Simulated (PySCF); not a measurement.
PySCF input (BP86/def2-SVP):

```python
from pyscf import gto, dft

mol = gto.M(
    atom='''
    C    -2.21082500    0.52521900   -0.10050000
    Si   -0.79333700   -0.71996200   -0.65220900
    B     0.86418100    0.09598600    0.18568100
    O     1.22275300    1.44173600    0.13906600
    O     1.88207700   -0.69880800    0.74748500
    H    -2.26350500    0.70740500    0.97724000
    H    -3.19223500    0.16810300   -0.43039500
    H    -2.04030400    1.48985700   -0.59000800
    H    -0.95713700   -1.80744600    0.43296800
    H     2.10804500    1.54894700    0.51438600
    H     1.55725500   -1.60207100    0.80892800
    ''',
    basis='def2-svp',
    charge=-1,
    spin=0,
    verbose=4,
)

mf = dft.RKS(mol, xc='bp86')
mf.grids.level = 3
mf.conv_tol = 1e-9
mf.max_cycle = 100
mf.max_memory = 1500
mf.kernel()
if not mf.converged:
    mf = mf.newton()
    mf.kernel(mf.make_rdm1())
mf.dip_moment()
```

From the output:

```
    S. Lehtola, C. Steigemann, M. J. T. Oliveira, and M. A. L. Marques,  SoftwareX 7, 1–5 (2018)
XC functionals = bp86
    A. D. Becke,  Phys. Rev. A 38, 3098 (1988)
    J. P. Perdew,  Phys. Rev. B 33, 8822 (1986)
    J. P. Perdew,  Phys. Rev. B 34, 7406–7406 (1986)
radial grids:
    Treutler-Ahlrichs [JCP 102, 346 (1995); DOI:10.1063/1.469408] (M4) radial grids

becke partition: Becke, JCP 88, 2547 (1988); DOI:10.1063/1.454033
pruning grids: <function nwchem_prune>
grids dens level: 3
symmetrized grids: False
atomic radii adjust function: <function treutler_atomic_radii_adjust>
small_rho_cutoff = 0
Set gradient conv threshold to 3.16228e-05
Initial guess from minao.
tot grids = 134360
init E= -506.448076000424
  HOMO = -0.212774731206764  LUMO = -0.0860493543508385  gap/eV = 3.44837
cycle= 1 E= -506.120354324314  delta_E= 0.328  |g|= 1.07  |ddm|= 3.31
  HOMO = 0.115876748753082  LUMO = 0.244856741046042  gap/eV = 3.50972
cycle= 2 E= -505.562620790217  delta_E= 0.558  |g|= 1.95  |ddm|= 4.11
  HOMO = 0.0806381625147359  LUMO = 0.183793976307408  gap/eV = 2.80701
cycle= 3 E= -506.361102670362  delta_E= -0.798  |g|= 0.175  |ddm|= 2.55
  HOMO = 0.0506861097353504  LUMO = 0.175785204061275  gap/eV = 3.40412
cycle= 4 E= -506.369840233259  delta_E= -0.00874  |g|= 0.0746  |ddm|= 0.552
  HOMO = 0.0548339417391195  LUMO = 0.177466512362669  gap/eV = 3.33700
cycle= 5 E= -506.370945243102  delta_E= -0.00111  |g|= 0.0384  |ddm|= 0.134
  HOMO = 0.0569389294130218  LUMO = 0.178647515900761  gap/eV = 3.31186
cycle= 6 E= -506.37130526217  delta_E= -0.00036  |g|= 0.00556  |ddm|= 0.0563
  HOMO = 0.0568140096027974  LUMO = 0.178444368623575  gap/eV = 3.30973
cycle= 7 E= -506.371310323219  delta_E= -5.06e-06  |g|= 0.00315  |ddm|= 0.0112
  HOMO = 0.0568304877250396  LUMO = 0.178407509352615  gap/eV = 3.30828
cycle= 8 E= -506.371313093565  delta_E= -2.77e-06  |g|= 0.000598  |ddm|= 0.0054
  HOMO = 0.0568288635089074  LUMO = 0.178416557608117  gap/eV = 3.30857
cycle= 9 E= -506.371313153909  delta_E= -6.03e-08  |g|= 0.000232  |ddm|= 0.00147
  HOMO = 0.0568217358904937  LUMO = 0.17840200153407  gap/eV = 3.30837
cycle= 10 E= -506.371313166609  delta_E= -1.27e-08  |g|= 5.8e-05  |ddm|= 0.000657
  HOMO = 0.0568123226750834  LUMO = 0.178402068715419  gap/eV = 3.30863
cycle= 11 E= -506.371313177171  delta_E= -1.06e-08  |g|= 3.78e-05  |ddm|= 0.000228
  HOMO = 0.0568166628563374  LUMO = 0.178402086885985  gap/eV = 3.30851
cycle= 12 E= -506.371313177761  delta_E= -5.9e-10  |g|= 5.39e-06  |ddm|= 0.000105
  HOMO = 0.0568168082824418  LUMO = 0.178402829419854  gap/eV = 3.30852
Extra cycle  E= -506.37131317775  delta_E= 1.1e-11  |g|= 7.47e-06  |ddm|= 2.76e-05
converged SCF energy = -506.37131317775

WARN: System has nonzero charge -1; the dipole moment is origin-dependent.
Location of origin: [0. 0. 0.]

Dipole moment(X, Y, Z, Debye):  2.87789,  1.73675,  2.70764
```

The dipole moment of an ion depends on the origin.

The geometry given is a B3LYP-D3(BJ)/def2-TZVP minimum.
